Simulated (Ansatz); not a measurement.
**Nudged elastic band run: CH5SSb**

Input file:

```yaml
crystal:
  periodic: [false, false, false]
  atoms:
    - { symbol: C, position_ang: [-0.74182, 0.827449, -0.400869] }
    - { symbol: Sb, position_ang: [1.360545, 0.19335, -0.444338] }
    - { symbol: S, position_ang: [1.406048, -0.939519, 1.768883] }
    - { symbol: H, position_ang: [-0.842867, 1.631431, 0.341604] }
    - { symbol: H, position_ang: [-1.398313, -0.010489, -0.128718] }
    - { symbol: H, position_ang: [-1.02363, 1.210353, -1.394195] }
    - { symbol: H, position_ang: [1.000586, -1.234693, -1.354096] }
    - { symbol: H, position_ang: [0.331649, -1.735082, 1.55593] }
basis:
  gaussian: { orbitals: def2-SVP }
hamiltonian:
  xc: b3lyp
neb:
  order_check: false
  images: 9
  f_tol: 0.05
  max_iterations: 60
  final_atoms:
    - { symbol: C, position_ang: [-1.01004495, 1.09193701, -0.51154357] }
    - { symbol: Sb, position_ang: [0.37066533, -0.38170183, -1.42672232] }
    - { symbol: S, position_ang: [1.07570078, -1.14436062, 0.98721704] }
    - { symbol: H, position_ang: [-0.48952153, 1.83856297, 0.10422434] }
    - { symbol: H, position_ang: [-1.82466124, 0.62058199, 0.05545576] }
    - { symbol: H, position_ang: [-1.45226936, 1.6132855, -1.37835651] }
    - { symbol: H, position_ang: [2.43615186, -1.19316601, 1.04340037] }
    - { symbol: H, position_ang: [0.98617713, -2.50233901, 1.0705259] }
  initial_path:
    images:
      - { positions_ang: [[-0.74182, 0.827449, -0.400869], [1.360545, 0.19335, -0.444338], [1.406048, -0.939519, 1.768883], [-0.842867, 1.631431, 0.341604], [-1.398313, -0.010489, -0.128718], [-1.02363, 1.210353, -1.394195], [1.000586, -1.234693, -1.354096], [0.331649, -1.735082, 1.55593]] }
      - { positions_ang: [[-0.74892643, 0.82750614, -0.39533826], [1.31568679, 0.17744206, -0.53093517], [1.388652, -0.95150619, 1.67260261], [-0.8046539, 1.63987437, 0.34880358], [-1.40982929, 0.001259, -0.10296977], [-1.07776275, 1.2317464, -1.37257495], [1.12859309, -1.25953954, -1.14345925], [0.30043849, -1.72398224, 1.46807223]] }
      - { positions_ang: [[-0.75603287, 0.82756328, -0.38980753], [1.27082859, 0.16153412, -0.61753235], [1.371256, -0.96349338, 1.57632221], [-0.76644079, 1.64831774, 0.35600315], [-1.42134558, 0.01300699, -0.07722154], [-1.1318955, 1.2531398, -1.35095491], [1.25660017, -1.28438607, -0.9328225], [0.26922798, -1.71288248, 1.38021445]] }
      - { positions_ang: [[-0.7631393, 0.82762042, -0.38427679], [1.22597038, 0.14562618, -0.70412952], [1.35386001, -0.97548057, 1.48004182], [-0.72822769, 1.65676111, 0.36320273], [-1.43286188, 0.02475499, -0.05147332], [-1.18602825, 1.2745332, -1.32933486], [1.38460726, -1.30923261, -0.72218575], [0.23801747, -1.70178271, 1.29235668]] }
      - { positions_ang: [[-0.77024574, 0.82767756, -0.37874606], [1.18111218, 0.12971824, -0.79072669], [1.33646401, -0.98746776, 1.38376143], [-0.69001459, 1.66520447, 0.37040231], [-1.44437817, 0.03650298, -0.02572509], [-1.24016099, 1.29592661, -1.30771481], [1.51261434, -1.33407915, -0.511549], [0.20680696, -1.69068295, 1.20449891]] }
      - { positions_ang: [[-0.77735217, 0.8277347, -0.37321532], [1.13625397, 0.11381029, -0.87732387], [1.31906801, -0.99945495, 1.28748104], [-0.65180149, 1.67364784, 0.37760189], [-1.45589446, 0.04825098, 2.314e-05], [-1.29429374, 1.31732001, -1.28609476], [1.64062143, -1.35892568, -0.30091224], [0.17559645, -1.67958319, 1.11664113]] }
      - { positions_ang: [[-0.82389073, 0.88057516, -0.40088097], [0.98313624, 0.01470787, -0.98720356], [1.27039456, -1.02843609, 1.22742824], [-0.61934549, 1.70663087, 0.32292638], [-1.52964782, 0.16271718, 0.01110967], [-1.32588887, 1.37651311, -1.30454711], [1.79972751, -1.32577375, -0.03204972], [0.33771259, -1.84413435, 1.10741809]] }
      - { positions_ang: [[-0.87042928, 0.93341563, -0.42854662], [0.83001851, -0.08439456, -1.09708325], [1.22172112, -1.05741722, 1.16737544], [-0.5868895, 1.73961389, 0.26825087], [-1.60340118, 0.27718339, 0.02219619], [-1.35748399, 1.4357062, -1.32299946], [1.9588336, -1.29262182, 0.2368128], [0.49982872, -2.00868551, 1.09819504]] }
      - { positions_ang: [[-0.91696784, 0.98625609, -0.45621227], [0.67690078, -0.18349698, -1.20696294], [1.17304767, -1.08639836, 1.10732264], [-0.55443351, 1.77259692, 0.21357536], [-1.67715453, 0.39164959, 0.03328271], [-1.38907912, 1.4948993, -1.34145181], [2.11793969, -1.25946988, 0.50567532], [0.66194486, -2.17323668, 1.08897199]] }
      - { positions_ang: [[-0.9635064, 1.03909655, -0.48387792], [0.52378305, -0.28259941, -1.31684263], [1.12437422, -1.11537949, 1.04726984], [-0.52197752, 1.80557995, 0.15889985], [-1.75090789, 0.50611579, 0.04436924], [-1.42067424, 1.5540924, -1.35990416], [2.27704578, -1.22631795, 0.77453785], [0.82406099, -2.33778784, 1.07974895]] }
      - { positions_ang: [[-1.01004495, 1.09193701, -0.51154357], [0.37066533, -0.38170183, -1.42672232], [1.07570078, -1.14436062, 0.98721704], [-0.48952153, 1.83856297, 0.10422434], [-1.82466124, 0.62058199, 0.05545576], [-1.45226936, 1.6132855, -1.37835651], [2.43615186, -1.19316601, 1.04340037], [0.98617713, -2.50233901, 1.0705259]] }
```

Run as:

```bash
$ ansatz run input.yaml --threads 2 --pin off --max-ram 3072MiB --backend cpu --events-out ev --progress --plain --runs-dir out
```

Output, in part (warnings, iteration lines, the closing report on the highest movable image, with atoms numbered from 0):

```
NEB end point (image 0): max|allowed force component| = 1.821e-2 eV/Å (the criterion of neb.relax_end_points is 1.000e-2)
NEB end point (image 10): max|allowed force component| = 7.263e-3 eV/Å (the criterion of neb.relax_end_points is 1.000e-2)
NEB iter   1: max|band force component| = 8.409e0 eV/Å  barrier→ = 3.4062 eV  barrier← = 1.8220 eV  Δτ_max = 0.2000 Å  (292 SCF iters)
NEB iter   2: max|band force component| = 3.634e0 eV/Å  barrier→ = 2.2092 eV  barrier← = 0.6250 eV  Δτ_max = 0.2000 Å  (286 SCF iters)
NEB iter   3: max|band force component| = 1.860e0 eV/Å  barrier→ = 2.0668 eV  barrier← = 0.4825 eV  Δτ_max = 0.1995 Å  (270 SCF iters)
NEB iter   4: max|band force component| = 1.276e0 eV/Å  barrier→ = 2.1287 eV  barrier← = 0.5445 eV  Δτ_max = 0.1989 Å  (274 SCF iters)
NEB iter   5: max|band force component| = 2.824e0 eV/Å  barrier→ = 2.1709 eV  barrier← = 0.5867 eV  Δτ_max = 0.0933 Å  (275 SCF iters)
NEB iter   6: max|band force component| = 8.596e-1 eV/Å  barrier→ = 1.9646 eV  barrier← = 0.3803 eV  Δτ_max = 0.2000 Å  (276 SCF iters)
NEB iter   7: max|band force component| = 1.969e0 eV/Å  barrier→ = 2.2781 eV  barrier← = 0.6938 eV  Δτ_max = 0.1011 Å  (280 SCF iters)
NEB iter   8: max|band force component| = 4.990e-1 eV/Å  barrier→ = 2.0165 eV  barrier← = 0.4323 eV  CI = image 5  Δτ_max = 0.2000 Å  (273 SCF iters)
NEB iter   9: max|band force component| = 2.988e-1 eV/Å  barrier→ = 1.9751 eV  barrier← = 0.3909 eV  CI = image 5  Δτ_max = 0.0996 Å  (271 SCF iters)
NEB iter  10: max|band force component| = 1.805e-1 eV/Å  barrier→ = 1.9399 eV  barrier← = 0.3557 eV  CI = image 5  Δτ_max = 0.0998 Å  (269 SCF iters)
NEB iter  11: max|band force component| = 1.502e-1 eV/Å  barrier→ = 1.9184 eV  barrier← = 0.3342 eV  CI = image 5  Δτ_max = 0.1002 Å  (274 SCF iters)
NEB iter  12: max|band force component| = 1.018e-1 eV/Å  barrier→ = 1.9017 eV  barrier← = 0.3175 eV  CI = image 5  Δτ_max = 0.1982 Å  (273 SCF iters)
NEB iter  13: max|band force component| = 9.351e-2 eV/Å  barrier→ = 1.8773 eV  barrier← = 0.2930 eV  CI = image 5  Δτ_max = 0.1800 Å  (275 SCF iters)
NEB iter  14: max|band force component| = 2.082e-1 eV/Å  barrier→ = 1.8678 eV  barrier← = 0.2836 eV  CI = image 5  Δτ_max = 0.0912 Å  (273 SCF iters)
NEB iter  15: max|band force component| = 2.022e-1 eV/Å  barrier→ = 1.8641 eV  barrier← = 0.2799 eV  CI = image 5  Δτ_max = 0.0458 Å  (271 SCF iters)
NEB iter  16: max|band force component| = 9.353e-2 eV/Å  barrier→ = 1.8620 eV  barrier← = 0.2778 eV  CI = image 5  Δτ_max = 0.0915 Å  (268 SCF iters)
NEB iter  17: max|band force component| = 8.852e-2 eV/Å  barrier→ = 1.8604 eV  barrier← = 0.2761 eV  CI = image 5  Δτ_max = 0.0920 Å  (268 SCF iters)
NEB iter  18: max|band force component| = 1.334e-1 eV/Å  barrier→ = 1.8595 eV  barrier← = 0.2753 eV  CI = image 5  Δτ_max = 0.0457 Å  (269 SCF iters)
NEB iter  19: max|band force component| = 1.030e-1 eV/Å  barrier→ = 1.8594 eV  barrier← = 0.2752 eV  CI = image 5  Δτ_max = 0.0913 Å  (264 SCF iters)
NEB iter  20: max|band force component| = 8.399e-2 eV/Å  barrier→ = 1.8592 eV  barrier← = 0.2750 eV  CI = image 5  Δτ_max = 0.0920 Å  (262 SCF iters)
NEB iter  21: max|band force component| = 8.138e-2 eV/Å  barrier→ = 1.8592 eV  barrier← = 0.2750 eV  CI = image 5  Δτ_max = 0.0919 Å  (244 SCF iters)
NEB iter  22: max|band force component| = 6.481e-2 eV/Å  barrier→ = 1.8592 eV  barrier← = 0.2750 eV  CI = image 5  Δτ_max = 0.0922 Å  (237 SCF iters)
NEB iter  23: max|band force component| = 7.882e-2 eV/Å  barrier→ = 1.8592 eV  barrier← = 0.2750 eV  CI = image 5  Δτ_max = 0.0459 Å  (233 SCF iters)
NEB iter  24: max|band force component| = 3.744e-2 eV/Å  barrier→ = 1.8592 eV  barrier← = 0.2750 eV  CI = image 5  Δτ_max = 0.0000 Å  (473 SCF iters)
Total energy: -18488.47762687 eV, -679.4390208473 hartree
Atom 0 at    -0.837233     0.877493    -0.411404 Å, force     0.001753     0.000957     0.002317 eV/Å
Atom 1 at     1.237883     0.487208    -1.060956 Å, force    -0.000004    -0.000538    -0.000144 eV/Å
Atom 2 at     1.632099    -1.306443     1.134117 Å, force     0.000220     0.000519     0.001536 eV/Å
Atom 3 at    -0.877799     1.448018     0.527355 Å, force     0.000391    -0.000528    -0.000616 eV/Å
Atom 4 at    -1.442914    -0.037457    -0.338060 Å, force    -0.000808    -0.000109    -0.000807 eV/Å
Atom 5 at    -1.267649     1.504021    -1.212185 Å, force    -0.001254    -0.000265    -0.000669 eV/Å
Atom 6 at     1.324589    -1.715941    -0.174983 Å, force    -0.000103     0.000068    -0.001159 eV/Å
Atom 7 at     0.323223    -1.314099     1.480317 Å, force    -0.000196    -0.000103    -0.000459 eV/Å
Dipole moment:    -0.238193    -0.255633     0.256114 e Å
```

It converged. The profile has 2 maxima (images 5, 8) with wells between them (image 6): this band takes more than one step, which may be the mechanism or a detour left from its start path. A vibrational analysis at the climbing image gives one clearly imaginary mode, 257i cm⁻¹: a first-order saddle point. The orbitals stay closed-shell, which can raise the energy where a bond breaks towards radicals; this wasn't checked here.

Final band (atoms are numbered from 1 in the order of the input):

```json
{"image": "0", "path coordinate (Å)": "0.00", "energy (kJ/mol)": "0.0", "Sb2–H7 (Å)": "1.73", "S3–H7 (Å)": "3.16"}
{"image": "1", "path coordinate (Å)": "0.44", "energy (kJ/mol)": "0.7", "Sb2–H7 (Å)": "1.73", "S3–H7 (Å)": "3.14"}
{"image": "2", "path coordinate (Å)": "0.88", "energy (kJ/mol)": "18.8", "Sb2–H7 (Å)": "1.71", "S3–H7 (Å)": "2.77"}
{"image": "3", "path coordinate (Å)": "1.32", "energy (kJ/mol)": "82.3", "Sb2–H7 (Å)": "1.72", "S3–H7 (Å)": "2.29"}
{"image": "4", "path coordinate (Å)": "1.76", "energy (kJ/mol)": "163.0", "Sb2–H7 (Å)": "1.90", "S3–H7 (Å)": "1.79"}
{"image": "5", "path coordinate (Å)": "2.20", "energy (kJ/mol)": "179.4", "Sb2–H7 (Å)": "2.38", "S3–H7 (Å)": "1.41"}
{"image": "6", "path coordinate (Å)": "3.19", "energy (kJ/mol)": "156.3", "Sb2–H7 (Å)": "3.21", "S3–H7 (Å)": "1.36"}
{"image": "7", "path coordinate (Å)": "4.17", "energy (kJ/mol)": "163.6", "Sb2–H7 (Å)": "3.40", "S3–H7 (Å)": "1.36"}
{"image": "8", "path coordinate (Å)": "5.16", "energy (kJ/mol)": "165.6", "Sb2–H7 (Å)": "3.25", "S3–H7 (Å)": "1.36"}
{"image": "9", "path coordinate (Å)": "6.14", "energy (kJ/mol)": "156.6", "Sb2–H7 (Å)": "3.17", "S3–H7 (Å)": "1.35"}
{"image": "10", "path coordinate (Å)": "7.12", "energy (kJ/mol)": "152.9", "Sb2–H7 (Å)": "3.32", "S3–H7 (Å)": "1.36"}
```

Run time: 3 min on 2 threads of AMD EPYC 9R45 96-Core Processor (Zen 5), on a shared host, peak memory 0.19 GiB.
